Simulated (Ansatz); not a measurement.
One change: `B[SiH2]CS[SiH3]` becomes `[AlH2][SiH2]CS[SiH3]`.

Ansatz, PBE0-D4/def2-TZVP geometries, multiplicity 1. Each molecule was computed in one conformer, which needn't be the lowest.

| property | `B[SiH2]CS[SiH3]` |
| --- | --- |
| LUMO energy (PBE/def2-TZVPP) / eV | -3.54 |
| size of the dipole moment (PBE/def2-TZVPP) / D | 1.33 |
| HOMO–LUMO gap (B3LYP/def2-TZVPP) / eV | 3.80 |
| HOMO energy (PBE0/def2-TZVPP) / eV | -6.76 |
| LUMO energy (B3LYP/def2-TZVPP) / eV | -2.73 |
| HOMO energy (ωB97M-V/def2-TZVPP) / eV | -8.90 |

(1) What does the change do to each property? (An estimate is asked.)

Answers

(1) Computed: 
| property | `[AlH2][SiH2]CS[SiH3]` | shift |
| --- | --- | --- |
| LUMO energy (PBE/def2-TZVPP) / eV | -1.78 | 1.76 |
| size of the dipole moment (PBE/def2-TZVPP) / D | 3.18 | 1.85 |
| HOMO–LUMO gap (B3LYP/def2-TZVPP) / eV | 5.62 | 1.82 |
| HOMO energy (PBE0/def2-TZVPP) / eV | -6.89 | -0.13 |
| LUMO energy (B3LYP/def2-TZVPP) / eV | -1.08 | 1.65 |
| HOMO energy (ωB97M-V/def2-TZVPP) / eV | -8.88 | 0.02 |

With PBE0 the HOMO falls by 0.13 eV and the LUMO rises by 1.60 eV, so the gap widens by about 1.73 eV. PBE moves the HOMO by -0.25 eV and ωB97M-V by 0.02 eV. Dipoles are sizes alone; their direction can turn.

B3LYP here is the variant with VWN-RPA as its local correlation; programs differ in this.
